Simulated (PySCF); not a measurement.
Mapped SMILES: `[OH:1][SiH:2]([OH:3])[PH2:4]` (H(Xn): hydrogen on atom n).

Geometry: PBE0-D3(BJ)/def2-SVP; GIAO shifts from PySCF 2.14, gas phase, non-relativistic, averaged over equivalent atoms.

At KT2/pcSseg-2 (228 basis functions, 28 s wall time on 1 thread of an Arm Neoverse V1, shared host):
```
      atoms  δ (ppm)
      O1/O3     80.9
        Si2      0.8
         P4   -265.9
     H(Si2)     6.54
H(O1)/H(O3)     1.93
      H(P4)     1.59
```

References, each an isolated molecule treated in the same way: ¹⁷O (324.36 ppm) vs H2O; ²⁹Si (350.99 ppm), ¹H (31.18 ppm) vs TMS; ³¹P (313.10 ppm) vs H3PO4.

Task: Predict the values at LDA/pcSseg-2 on the same geometry.

Result: 
```
      atoms  δ at LDA/pcSseg-2  change
      O1/O3               94.0   +13.1
        Si2                4.0    +3.2
         P4             -291.1   -25.2
     H(Si2)               6.88   +0.34
H(O1)/H(O3)               2.17   +0.24
      H(P4)               1.71   +0.12
```

Chemical shifts δ = σref − σ; ¹⁷O (σref 334.37) against H2O; ²⁹Si (σref 303.06) and ¹H (σref 30.77) vs TMS; ³¹P (σref 259.12) against H3PO4, all at this level.

The largest change is at P4 (phosphorus bonded to Si, 2 H). Cost: 228 basis functions, 22 s wall time on 1 thread of an Arm Neoverse V1, shared host.

Experimental scales use liquid or dissolved standards, which lie at an offset from isolated H2O (liquid H2O: subtract about 36 ppm) and H3PO4.
